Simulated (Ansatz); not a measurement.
One change: `C[Se][Ti]([OH])([F])[F]` becomes `C[Se][Hf]([OH])([F])[F]`.

Ansatz, PBE0-D4/def2-TZVP geometries, multiplicity 1. Each molecule was computed in one conformer, which needn't be the lowest.

Elements past krypton have def2 core potentials. Scalar relativity is left out up to krypton.

| property | `C[Se][Ti]([OH])([F])[F]` |
| --- | --- |
| HOMO energy (ωB97M-V/def2-TZVPP) / eV | -9.08 |
| HOMO energy (PBE0/def2-TZVPP) / eV | -7.00 |
| HOMO–LUMO gap (PBE/def2-TZVPP) / eV | 2.63 |
| LUMO energy (ωB97M-V/def2-TZVPP) / eV | -0.13 |
| size of the dipole moment (PBE/def2-TZVPP) / D | 1.27 |
| HOMO–LUMO gap (PBE0/def2-TZVPP) / eV | 4.68 |

(1) What does the change do to each property? (Estimate.)

## Answers

(1) The calculation gave: 
```csv
property,`C[Se][Hf]([OH])([F])[F]`,shift
HOMO energy (ωB97M-V/def2-TZVPP) / eV,-8.91,0.17
HOMO energy (PBE0/def2-TZVPP) / eV,-6.81,0.19
HOMO–LUMO gap (PBE/def2-TZVPP) / eV,3.92,1.29
LUMO energy (ωB97M-V/def2-TZVPP) / eV,0.76,0.89
size of the dipole moment (PBE/def2-TZVPP) / D,1.31,0.04
HOMO–LUMO gap (PBE0/def2-TZVPP) / eV,5.89,1.21
```

With PBE0 the HOMO rises by 0.19 eV and the LUMO rises by 1.40 eV, so the gap widens by about 1.21 eV. PBE moves the HOMO by 0.20 eV and ωB97M-V by 0.17 eV. Dipoles are sizes alone; their direction can turn.

Spin–orbit coupling is left out; it splits and shifts lone-pair levels of the heavy atoms by tenths of an eV.
